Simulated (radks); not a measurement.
The numbers below are computed, except where a source is named.
Polarisability of the cobalt ion Co7+, [Ar] 3d2, at imaginary frequency. Level of theory: scalar-relativistic Kohn-Sham, exchange-only LDA, spin-unpolarised, spherical densities, finite nucleus; Fermi nuclear charge, rms radius 3.7875 fm (a radial shooting solver on a logarithmic mesh with Libxc functionals). Response by self-consistent Sternheimer equations with the Hartree and adiabatic exchange-only LDA kernel, the relativistic mass of each level held fixed and spin-orbit coupling left out.

| w (hartree) | alpha1(iw) (bohr^3) |
|---|---|
| 0.00266 | 0.5133 |
| 0.0143 | 0.5133 |
| 0.0360 | 0.5133 |
| 0.0697 | 0.5131 |
| 0.118 | 0.5126 |
| 0.186 | 0.5115 |
| 0.280 | 0.5092 |
| 0.413 | 0.5045 |
| 0.605 | 0.4948 |
| 0.892 | 0.4751 |
| 1.35 | 0.4354 |
| 2.12 | 0.3607 |
| 3.59 | 0.2441 |
| 6.94 | 0.1158 |
| 17.5 | 0.03011 |

Static values: alpha1 = 0.5133 bohr^3 (0.07607 angstrom^3; uncoupled 0.7412). C6 = 0.6893, triple-dipole C9 = 0.2542 atomic units. One-pole (London) frequency 4 C6 / (3 alpha1^2) = 3.487 hartree, against 5.134 for minus the highest occupied eigenvalue.
